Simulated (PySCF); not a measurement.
PySCF input for F₃OTa, SMILES [O]=[Ta]([F])([F])[F] (connectivity only; charge and spin as stated), charge +1, multiplicity 2, PBE-D3(BJ)/def2-SVP. Geometry optimised at PBE-D3(BJ)/def2-SVP. The multiplicity is an assumed one; other spin states were not compared. The isomer is the one that the SMILES or the coordinates give; other isomers of the formula were not compared. The def2 effective core potentials stand for the cores of Ta; spin–orbit coupling is left out.

```python
import numpy as np
from pyscf import gto, scf, dft, df
from pyscf.hessian import thermo

mol = gto.M(
    atom='''
    Ta    0.00782578   -0.00867773   -0.00000000
    O     0.27214637    1.86672786   -0.00000001
    F     1.68150060   -0.75872016    0.00000002
    F    -0.99344216   -0.41510370    1.48045458
    F    -0.99344214   -0.41510373   -1.48045459
    ''',
    basis='def2-SVP',
    ecp={'Ta': 'def2-svp'},
    charge=1,
    spin=1,
    max_memory=1600,
    verbose=3,
)
mf = dft.UKS(mol, xc='pbe').density_fit(auxbasis='def2-universal-jkfit')
mf.disp = 'd3bj'
mf.grids.level = 3
mf.conv_tol = 1e-11
mf.max_cycle = 100
mf.kernel()
fine, coarse = mf.grids, dft.Grids(mol).set(level=1).build(with_non0tab=True)
for _ in range(3):  # follow internal instabilities
    mf.grids = coarse
    mo, _, stable, _ = mf.stability(return_status=True, nroots=4)
    mf.grids = fine
    if stable:
        break
    mf.kernel(mf.make_rdm1(mo, mf.mo_occ))

# [left out here: the lines that compute and print the analytic Hessian (its translational invariance restored by hand, since the grid's response is missing), thermochemistry and intensities]
```

Output:

```

WARN: HOMO -0.602320986285747 >= LUMO -0.602320986285747

converged SCF energy = -431.021190822519  <S^2> = 0.75420203  2S+1 = 2.0041976
<class 'pyscf.df.df_jk.DFUKS'> wavefunction is stable in the internal stability analysis

WARN: DFTD3 does not support analytical Hessian, using finite difference


WARN: Mole.unit (angstrom) is changed to Bohr

Mode                                 0                   1                   2
Irrep
Freq [cm^-1]                       63.1442            142.1471            168.8561
Reduced mass [au]                  20.2572             21.2329             20.9129
Force const [Dyne/A]                0.0476              0.2528              0.3513
Char temp [K]                      90.8504            204.5180            242.9464
Normal mode                   x     y     z       x     y     z       x     y     z
       0  Ta                 0.00  0.00  0.02   -0.01 -0.03  0.00    0.03 -0.01 -0.00
       1   O                -0.00  0.00  0.02    0.08 -0.05 -0.00   -0.11  0.00 -0.00
       2   F                 0.00 -0.00 -0.17    0.06  0.14 -0.00    0.04 -0.00  0.00
       3   F                -0.08  0.06 -0.02   -0.01  0.07  0.04   -0.09  0.06 -0.06
       4   F                 0.08 -0.06 -0.02   -0.01  0.07 -0.04   -0.09  0.06  0.06
Mode                                 3                   4                   5
Irrep
Freq [cm^-1]                      180.3125            189.7929            693.0004
Reduced mass [au]                  18.4698             18.3962             18.0705
Force const [Dyne/A]                0.3538              0.3904              5.1131
Char temp [K]                     259.4296            273.0697            997.0732
Normal mode                   x     y     z       x     y     z       x     y     z
       0  Ta                 0.00 -0.00 -0.02    0.00  0.01  0.00   -0.00 -0.02 -0.00
       1   O                 0.00 -0.00  0.19    0.13 -0.00 -0.00    0.03  0.22 -0.00
       2   F                 0.00  0.00  0.03    0.02  0.06  0.00   -0.04  0.03  0.00
       3   F                 0.02  0.09  0.01   -0.07 -0.08 -0.07    0.01  0.01 -0.02
       4   F                -0.02 -0.09  0.01   -0.07 -0.08  0.07    0.01  0.01  0.02
Mode                                 6                   7                   8
Irrep
Freq [cm^-1]                      748.5082            753.7248            755.8450
Reduced mass [au]                  19.0849             21.5072             21.3671
Force const [Dyne/A]                6.2999              7.1988              7.1922
Char temp [K]                    1076.9367           1084.4422           1087.4926
Normal mode                   x     y     z       x     y     z       x     y     z
       0  Ta                 0.01 -0.01 -0.00    0.00 -0.00  0.03   -0.03 -0.00  0.00
       1   O                -0.01 -0.08  0.00   -0.00 -0.00 -0.01    0.00 -0.01 -0.00
       2   F                -0.17  0.08  0.00   -0.00  0.00 -0.00    0.09 -0.04 -0.00
       3   F                 0.04  0.02 -0.06    0.08  0.03 -0.12    0.08  0.03 -0.11
       4   F                 0.04  0.02  0.06   -0.08 -0.03 -0.12    0.08  0.03  0.11
temperature 298.1500 [K]
pressure 101325.00 [Pa]
Rotational constants [GHz] 3.22919 3.05093 2.87632
Symmetry number 1
Zero-point energy (ZPE) 0.00842 [Eh]   22102.989 [J/mol]
                           tot       elec      trans        rot        vib
Entropy [J/mol/K]       359.411      5.763    177.803    112.260     63.585
Cv [J/mol/K]             77.337      0.000     12.472     12.472     52.394
Cp [J/mol/K]             85.652      0.000     20.786     12.472     52.394
Internal energy [J/mol]                      3718.434   3718.434  31660.167
Internal energy [Eh]   -431.00630  -431.02119
Enthalpy [J/mol]                             6197.391   3718.434  31660.167
Enthalpy [Eh]          -431.00536
Gibbs free energy [J/mol]                  -46814.542 -29751.769  12702.223
Gibbs free energy [Eh] -431.04617
mode   freq/cm-1   IR/(km/mol)
   1       63.14        18.990
   2      142.15        11.856
   3      168.86         9.557
   4      180.31         3.561
   5      189.79         1.555
   6      693.00        26.581
   7      748.51        16.149
   8      753.72        92.185
   9      755.84        77.548
max |gradient| / (hartree/bohr): 0.00028363349441506936
APT charges: [ 2.6224 -0.2175 -0.4818 -0.4616 -0.4616]
```

The calculation finished and met its thresholds.
